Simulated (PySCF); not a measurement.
Species: C$_{6}$H$_{11}$ (charge -1, singlet). It need not be the lowest isomer of its formula. Whether it binds its extra electron was not tested at this geometry. 
Coordinates optimised at B3LYP-D3(BJ)/def2-TZVP (Ansatz):
```xyz
17

C      2.5641     0.0015    -0.3707
C      1.2839    -0.6719     0.0401
C      0.0068    -0.1087    -0.0044
C     -0.1016     1.4101    -0.0272
C     -1.2029    -0.8075    -0.0022
C     -2.5249    -0.1974     0.3648
H      3.4245    -0.6149    -0.0819
H      2.6881     0.1874    -1.4638
H      2.7282     0.9782     0.1052
H      1.3279    -1.7605     0.0583
H     -0.7374     1.7508    -0.8514
H      0.8690     1.8934    -0.1339
H     -0.5575     1.7860     0.8966
H     -1.1476    -1.8925     0.0776
H     -2.7380     0.7352    -0.1765
H     -2.6607     0.0618     1.4434
H     -3.3483    -0.8812     0.1240
```
Charge -1, spin multiplicity 1.

Dispersion corrections to the total energy (kcal/mol) from the dftd3 and dftd4 libraries through PySCF: D3(BJ) without and D4 with the three-body term, each with the damping fitted for the functional named.

| functional | D3(BJ) | D4 |
|---|---|---|
| PBE0 | -7.23 | -7.66 |
| B3LYP | (withheld) | -14.32 |
| B2GP-PLYP | -4.51 | -3.84 |
| BLYP | (withheld) | -20.06 |
| revPBE | -21.60 | -30.77 |
| BHLYP | -10.68 | -9.86 |
| TPSS | (withheld) | -12.25 |

Problem. Complete the blanks.

Solution. 
- B3LYP, D3(BJ): -14.10
- BLYP, D3(BJ): -17.34
- TPSS, D3(BJ): -10.51
